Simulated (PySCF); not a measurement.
Molecule: sum formula H5SiN2O2, charge -1, multiplicity 1. It need not be the lowest isomer of its formula. Whether it binds its extra electron was not tested at this geometry. SMILES: [NH-][Si](N)(O)O
Geometry from a B3LYP-D3(BJ)/def2-TZVP (Ansatz) optimisation:
```
Si
N 1 1.6392
H 2 1.0128 1 117.89
O 1 1.6954 2 108.78 3 153.53
H 4 0.9629 1 104.59 2 -15.94
O 1 1.6989 2 116.51 3 30.19
H 6 0.9625 1 108.21 2 -162.90
N 1 1.7937 2 123.70 3 -93.02
H 8 1.0137 1 110.50 2 -75.53
H 8 1.0138 9 106.75 1 -121.41
```
Charge -1, spin multiplicity 1.

Dispersion corrections to the total energy (kcal/mol) from the dftd3 and dftd4 libraries through PySCF: D3(BJ) without and D4 with the three-body term, each with the damping fitted for the functional named.

```csv
functional,D3(BJ),D4
revPBE,-11.48,-17.42
B3LYP,-8.03,[?]
PW6B95,-2.32,-4.92
BLYP,-9.80,-12.28
PBE0,-3.97,[?]
B2PLYP,-3.76,-3.84
B2GP-PLYP,[?],-2.30
```

**Question.** Fill in the missing entries.

**Answer.** 
- B3LYP, D4: -8.87
- PBE0, D4: -4.62
- B2GP-PLYP, D3(BJ): -3.11
